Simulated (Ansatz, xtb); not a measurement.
# C3H7BO2: 6 structures ranked

6 gas-phase structures of C3H7BO2, from a drawn sample of its isomers (lower ones may exist). Each was relaxed with GFN2-xTB; where two conformers were screened, the lower at r2SCAN-D4/def2-SVP is listed:

A. `C=COBOC`, a singlet
B. `C=CCB(O)O`, a singlet
C. `CB1OCCO1`, a singlet
D. `C/C=C/B(O)O`, a singlet
E. `C=C(C)B(O)O`, a singlet
F. `C[C@@H]1COBO1`, a singlet

**Question.** Estimate their order in r2SCAN-D4/def2-SVP energy at these geometries, lowest first.

**Answer.** Calculated order at r2SCAN-D4/def2-SVP: C (0.0), D (7.3), B (7.9), E (15.0), F (34.8), A (129.6) kJ/mol. Less than 1 kcal/mol parts D and B, so the order within that pair means little. CCSD(T)/def2-SVP + ΔMP2/def2-TZVPP after further relaxation puts B lowest instead.

Energies above the lowest of each column, in kJ/mol; the last columns are at PBE-D3(BJ)/def2-SVP geometries and were run for some of them only (a dash: not run or not comparable):

```json
{"structure": "C", "GFN2-xTB": "33.5", "HF/STO-3G": "0.0", "r2SCAN-D4/def2-SVP": "0.0", "PBE-D3(BJ)/def2-SVP": "0.0", "CCSD(T)/def2-SVP + ΔMP2/def2-TZVPP": "13.7"}
{"structure": "D", "GFN2-xTB": "114.3", "HF/STO-3G": "220.2", "r2SCAN-D4/def2-SVP": "7.3", "PBE-D3(BJ)/def2-SVP": "8.7", "CCSD(T)/def2-SVP + ΔMP2/def2-TZVPP": "0.0"}
{"structure": "B", "GFN2-xTB": "117.0", "HF/STO-3G": "230.0", "r2SCAN-D4/def2-SVP": "7.9", "PBE-D3(BJ)/def2-SVP": "5.0", "CCSD(T)/def2-SVP + ΔMP2/def2-TZVPP": "0.0"}
{"structure": "E", "GFN2-xTB": "121.7", "HF/STO-3G": "228.8", "r2SCAN-D4/def2-SVP": "15.0", "PBE-D3(BJ)/def2-SVP": "16.8", "CCSD(T)/def2-SVP + ΔMP2/def2-TZVPP": "5.0"}
{"structure": "F", "GFN2-xTB": "0.0", "HF/STO-3G": "30.0", "r2SCAN-D4/def2-SVP": "34.8", "PBE-D3(BJ)/def2-SVP": "31.3", "CCSD(T)/def2-SVP + ΔMP2/def2-TZVPP": "44.1"}
{"structure": "A", "GFN2-xTB": "119.1", "HF/STO-3G": "244.3", "r2SCAN-D4/def2-SVP": "129.6", "PBE-D3(BJ)/def2-SVP": "–", "CCSD(T)/def2-SVP + ΔMP2/def2-TZVPP": "–"}
```

CCSD(T)/def2-SVP + ΔMP2/def2-TZVPP puts B lowest of those it was run on, with D within 1 kcal/mol; GFN2-xTB picks F, HF/STO-3G picks C, r2SCAN-D4/def2-SVP picks C, PBE-D3(BJ)/def2-SVP picks C. CCSD(T)/def2-SVP + ΔMP2/def2-TZVPP orders those it was run on as B (0.0), D (0.0), E (5.0), C (13.7), F (44.1) kJ/mol. Less than 1 kcal/mol parts B and D, so the order within that pair means little. Flexible structures stand in one conformer each, not always the lowest. Frequencies (GFN2-xTB) were run for B, C, D, E, F alone. ΔMP2 is the change of the MP2 energy from the smaller to the larger basis.

Over these structures GFN2-xTB departs from r2SCAN-D4/def2-SVP by 55.8 kJ/mol on average once a common shift is removed. A GFN2-xTB relaxation took about 0.28 s and the r2SCAN-D4/def2-SVP energy about 2.7 s on a shared host (Ansatz 0.2.0, xtb 6.7.1).
